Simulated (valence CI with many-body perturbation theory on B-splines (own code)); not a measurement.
Values are calculated unless marked as measured or tabulated.
## Yb XXXII in three bases

Method: relativistic CI+MBPT: three valence electrons over a frozen Dirac-Fock core [Kr], radial functions for each j: 7 s, 7 p, 8 d, 6 f, 4 g, 1 h, with the one-electron correlation potential Σ1 (screened to all orders), the two-electron term Σ2, the three-electron term Σ3, Breit, model QED; selected single and double excitations, second order for the rest, scaled by the run's own slope (own B-spline code, finite nucleus).

The last digits are not significant, and no measured levels were compared; by estimate large intervals hold to a few tenths of a per cent, small ones and those within an open d or f shell to about a per cent. Only levels of the ground parity were solved; by the run's estimate the other parity begins above the list, which can be wrong where configurations are misplaced.

The reference run has the lowest level (4d3/2^3) J=3/2 and an ionisation energy of 1225.12 eV. Its largest variational space holds 4983 state functions.

Levels are named by their leading jj configuration (3d3/2^4 stands for four electrons in 3d with j = 3/2), which in mixed levels can hold well under half, so a name can repeat and another be missing. Letters in brackets count levels of one name in rising energy.

Changed runs:
A. basis 6 s, 6 p, 5 d, 5 f, 1 g
B. basis 5 s, 5 p, 4 d, 4 f

Excitation energies of the reference run in cm⁻¹, and shifts in cm⁻¹:

```
                    Level  Reference      A      B
(4d3/2^2 4d5/2) J=5/2 [a]      84472   -136   -403
    (4d3/2^2 4d5/2) J=3/2     103394    -64    +83
    (4d3/2^2 4d5/2) J=7/2     111408    -27    +59
    (4d3/2^2 4d5/2) J=9/2     115430    +31   +319
    (4d3/2^2 4d5/2) J=1/2     117161    -43   +253
(4d3/2^2 4d5/2) J=5/2 [b]     171444    +27   +486
(4d3/2 4d5/2^2) J=7/2 [a]     196613    -65   -101
    (4d3/2 4d5/2^2) J=9/2     207704    -82    -36
(4d3/2 4d5/2^2) J=3/2 [a]     220828    -12   +124
    (4d3/2 4d5/2^2) J=1/2     228667    +23   +501
   (4d3/2 4d5/2^2) J=11/2     235747    +43   +582
(4d3/2 4d5/2^2) J=5/2 [a]     237701    +39   +550
   Ionisation energy (eV)    1225.12  -0.04  -0.10
```
